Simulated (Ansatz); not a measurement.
Reaction (cleavage of the Si–Si bond): `FC[SiH2][SiH2]F` + `CO[SiH2]S` → `CO[SiH2]S[SiH2]F` + `FC[SiH3]`

Computed with Ansatz on PBE0-D4/def2-TZVP structures; ΔE is electronic, products minus reactants. CBS: MP2 limit from def2 TZ/QZ plus the TZ coupled-cluster correction, frozen cores. This one scheme is used for every species. Functionals use def2-TZVPP. Each species was taken in one conformer, which may not be the lowest.

Is it downhill or uphill in electronic energy at CCSD(T)/CBS, and by how much? (An estimate is asked.)

Computed: Downhill: ΔE = -19.7 kcal/mol.

What do these levels give: PBE-D4, PBE0-D4, HF/def2-TZVPP, SCS-MP2/def2-TZVPP, CCSD/def2-TZVPP, HF/CBS(def2)? (Best estimate.)

The calculation gave: PBE-D4 -16.9, PBE0-D4 -17.9, HF/def2-TZVPP -19.3, SCS-MP2/def2-TZVPP -20.8, CCSD/def2-TZVPP -18.8, HF/CBS(def2) -19.3 kcal/mol.

Largest T1 diagnostic among the species: 0.012.

The D4 term adds −2.1 kcal/mol with B3LYP and −1.2 kcal/mol with PBE0; it sums over pairs of atoms, weighted by their polarisabilities, and B3LYP, whose exchange is more repulsive, gets the larger term. From PBE to PBE0 (25 % exact exchange), in def2-TZVPP and without D4, ΔE moves by −1.2 kcal/mol.

B3LYP here is the variant with VWN-RPA as its local correlation; programs differ in this.
